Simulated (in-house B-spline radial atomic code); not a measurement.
Values are calculated unless marked as measured or tabulated.
Correlation energy from the adiabatic connection: −V exp(−r²/w²), V = 6.06, w = 2.74

Two electrons in a singlet, external potential −V exp(−r²/w²), V = 6.06, w = 2.74 (atomic units). Full CI in B-splines (partial waves to l = 8, correlation up to 0.6 % small) with the density held fixed gives W(λ) = <V_ee>_λ − U, and E_c is the integral of W(λ) − W(0) from 0 to 1.

| λ | W(λ) − W(0) (hartree) |
| --- | --- |
| 0 | 0.00000 |
| 0.02 | -0.00196 |
| 0.05 | -0.00485 |
| 0.12 | -0.01141 |
| 0.25 | -0.02289 |
| 0.4 | -0.03510 |
| 0.6 | -0.04985 |
| 0.8 | -0.06306 |
| 1 | -0.07495 |

Integrate the table by the trapezoid rule.

The strips give -0.00002, -0.00010, -0.00057, -0.00223, -0.00435, -0.00849, -0.01129, -0.01380, which sum to -0.04086 hartree. The direct value, W(1) − W(0) + T_c with T_c = 0.03400, is -0.04095; the curve is convex, so chords lie above it and the trapezoids fall short in size by 0.24 %.

Now use only three numbers: W(0) = -0.78223, the initial slope W'(0) = -0.09854 (extrapolated from the first points) and the strong-coupling limit of the point-charge-plus-continuum model, W∞ = -1.0761. What do second-order theory and the interpolation W(λ) = W∞ + (W(0) − W∞)/√(1 + 2χλ) of Seidl, Perdew and Levy give?

Second order keeps the slope alone: E_c = W'(0)/2 = -0.04927, +20 % in size against -0.04095. Matching the slope fixes χ = W'(0)/(W∞ − W(0)) = -0.09854/(-0.29387) = 0.33532. Integrating, with s = √(1 + 2χ) = 1.292531, E_c = −(W(0) − W∞)(s − 1)/(s + 1) = −0.29387 × 0.292531/2.292531 = -0.03750 hartree, -8.4 % in size against the full result. At λ = 1 the formula gives W − W(0) = -0.06651 against -0.07495. Part of the miss can come from the model's W∞.
